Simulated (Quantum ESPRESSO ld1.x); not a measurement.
Results of a calculation; reference values are marked as such.
Problem. The aim is neutral ytterbium in [Xe] 4f14 6s2. What will ld1.x (Quantum ESPRESSO 7.5) do with this input?

```
 &input
    zed=70.0,
    iswitch=1,
    rel=1,
    dft='BLYP',
    config='[Xe] 4f14 6s2 1p1',
    prefix='ld1',
    max_out_wfc=37,
    file_charge='ld1.rho',
 /
```

Solution. Refused. The program stops in el_config with "main/angular quantum number mismatch": l must be smaller than n.

Output (excerpt):

```
     Program LD1 v.7.5 starts

 %%%%%%%%%%%%%%%%%%%%%%%%%%%%%%%%%%%%%%%%%%%%%%%%%%%%%%%%%%%%%%%%%%%%%%%%%%%%%%
     Error in routine el_config (14):
     main/angular quantum number mismatch
 %%%%%%%%%%%%%%%%%%%%%%%%%%%%%%%%%%%%%%%%%%%%%%%%%%%%%%%%%%%%%%%%%%%%%%%%%%%%%%

     stopping ...
```

Run on one thread of a shared host, so times are rough (Intel(R) Xeon(R) Processor @ 2.60GHz): 0.29 s of CPU time, 0.66 s wall, peak memory 26 MiB.
